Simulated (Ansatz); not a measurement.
One change: `ClC1O[SiH2]O1` becomes `C1O[SiH2]O1`.

Ansatz, PBE0-D4/def2-TZVP geometries, multiplicity 1. 

```tsv
property	`ClC1O[SiH2]O1`
zero-point energy (PBE0-D4/def2-TZVP) / kJ/mol	116.7
HOMO–LUMO gap (B3LYP/def2-TZVPP) / eV	7.34
HOMO–LUMO gap (PBE/def2-TZVPP) / eV	5.44
ideal-gas entropy at 298 K and 1 bar (rigid rotor, harmonic PBE0-D4/def2-TZVP) / J/(mol·K)	310
HOMO energy (PBE0/def2-TZVPP) / eV	-8.79
HOMO–LUMO gap (ωB97M-V/def2-TZVPP) / eV	11.87
```

(1) What does the change do to each property? (Estimate.)

## Answers

(1) Computed: 
```
                                                                                  property  `C1O[SiH2]O1`  shift
                                            zero-point energy (PBE0-D4/def2-TZVP) / kJ/mol          141.4   24.7
                                                     HOMO–LUMO gap (B3LYP/def2-TZVPP) / eV           7.03  -0.31
                                                       HOMO–LUMO gap (PBE/def2-TZVPP) / eV           5.04  -0.40
ideal-gas entropy at 298 K and 1 bar (rigid rotor, harmonic PBE0-D4/def2-TZVP) / J/(mol·K)            275    -35
                                                        HOMO energy (PBE0/def2-TZVPP) / eV          -8.01   0.78
                                                   HOMO–LUMO gap (ωB97M-V/def2-TZVPP) / eV          11.59  -0.28
```

With PBE0 the HOMO rises by 0.78 eV and the LUMO rises by 0.43 eV, so the gap narrows by about 0.35 eV. PBE moves the HOMO by 0.82 eV and ωB97M-V by 0.69 eV.

B3LYP here is the variant with VWN-RPA as its local correlation; programs differ in this.
